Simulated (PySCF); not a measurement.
A series of related molecules.

All values: CAM-B3LYP/def2-SVPD (PySCF) at GFN2-xTB geometries, gas phase, one conformer each. Core orbitals are frozen in the response; Δα² is half the sum of the squared differences of the principal polarisabilities.

Task: Rank by dipole moment, lowest first.
A. `[SiH3:1][CH2:2][CH2:3][c:4]1[n:5][cH:6][cH:7][o:8]1` with Si1–C2–C3–C4 -57°, C2–C3–C4–N5 -87°
B. `[SiH3:1][SiH2:2][CH2:3][c:4]1[n:5][cH:6][cH:7][o:8]1` with Si1–Si2–C3–C4 46°, Si2–C3–C4–N5 -44°
C. `[CH3:1][CH2:2][CH2:3][c:4]1[n:5][cH:6][cH:7][o:8]1` with C1–C2–C3–C4 67°, C2–C3–C4–N5 -102°
D. `[SiH3:1][CH2:2][CH2:3][c:4]1[n:5][cH:6][cH:7][s:8]1` with Si1–C2–C3–C4 -52°, C2–C3–C4–N5 26°

Result: A (0.95 D), C (1.33 D), B (2.12 D), D (2.54 D).

Task: Rank by HOMO–LUMO gap, lowest first.
A. `[SiH3]CCc1nccs1`
B. `CCCC1=NC=CO1`
C. `[SiH3][SiH2]Cc1ncco1`
D. `[SiH3]/C=C/c1ncco1`

Result: D (7.44 eV), A (8.63 eV), C (9.11 eV), B (9.29 eV).

Task: Rank by polarisability anisotropy Δα, highest first.
A. `[SiH3:1][CH2:2][CH2:3][c:4]1[n:5][cH:6][cH:7][s:8]1` with Si1–C2–C3–C4 -52°, C2–C3–C4–N5 26°
B. `[SiH3:1][SiH2:2][CH2:3][c:4]1[n:5][cH:6][cH:7][o:8]1` with Si1–Si2–C3–C4 46°, Si2–C3–C4–N5 -44°
C. `[SiH3:1][CH2:2][CH2:3][c:4]1[n:5][cH:6][cH:7][o:8]1` with Si1–C2–C3–C4 -57°, C2–C3–C4–N5 -87°
D. `[SiH3:1]/[CH:2]=[CH:3]/[c:4]1[n:5][cH:6][cH:7][o:8]1` with C2–C3–C4–N5 0°

Result: D (12.55 Å³), A (7.01 Å³), B (5.98 Å³), C (3.85 Å³).

All values together:

```
              SMILES                change    formula  μ (D)  HOMO (eV)  LUMO (eV)  α (Å³)  Δα (Å³)  electrons  α per electron (Å³)
     [SiH3]CCc1ncco1                parent   C5H9NOSi   0.95      -8.35       0.89   13.46     3.85         68                0.198
          CCCc1ncco1      Si replaced by C     C6H9NO   1.33      -8.27       1.02   11.48     4.01         60                0.191
     [SiH3]CCc1nccs1       O replaced by S   C5H9NSSi   2.54      -8.48       0.15   15.89     7.01         76                0.209
  [SiH3]/C=C/c1ncco1  C-C bond made double   C5H7NOSi   1.36      -7.94      -0.51   15.12    12.55         66                0.229
[SiH3][SiH2]Cc1ncco1      C replaced by Si  C4H9NOSi2   2.12      -8.35       0.76   16.21     5.98         76                0.213
```

Conformers: `[SiH3:1][CH2:2][CH2:3][c:4]1[n:5][cH:6][cH:7][o:8]1` with Si1–C2–C3–C4 -57°, C2–C3–C4–N5 -87°; `[CH3:1][CH2:2][CH2:3][c:4]1[n:5][cH:6][cH:7][o:8]1` with C1–C2–C3–C4 67°, C2–C3–C4–N5 -102°; `[SiH3:1][CH2:2][CH2:3][c:4]1[n:5][cH:6][cH:7][s:8]1` with Si1–C2–C3–C4 -52°, C2–C3–C4–N5 26°; `[SiH3:1]/[CH:2]=[CH:3]/[c:4]1[n:5][cH:6][cH:7][o:8]1` with C2–C3–C4–N5 0°; `[SiH3:1][SiH2:2][CH2:3][c:4]1[n:5][cH:6][cH:7][o:8]1` with Si1–Si2–C3–C4 46°, Si2–C3–C4–N5 -44°.

Task: Give the shifts from the parent, `[SiH3]CCc1ncco1`.

Result: 
| SMILES | change in μ (D) | change in HOMO (eV) | change in LUMO (eV) | change in mean α (Å³) |
| --- | --- | --- | --- | --- |
| CCCc1ncco1 | +0.38 | +0.08 | +0.13 | -1.98 |
| [SiH3]CCc1nccs1 | +1.59 | -0.13 | -0.74 | +2.43 |
| [SiH3]/C=C/c1ncco1 | +0.41 | +0.41 | -1.40 | +1.66 |
| [SiH3][SiH2]Cc1ncco1 | +1.17 | 0.00 | -0.13 | +2.75 |
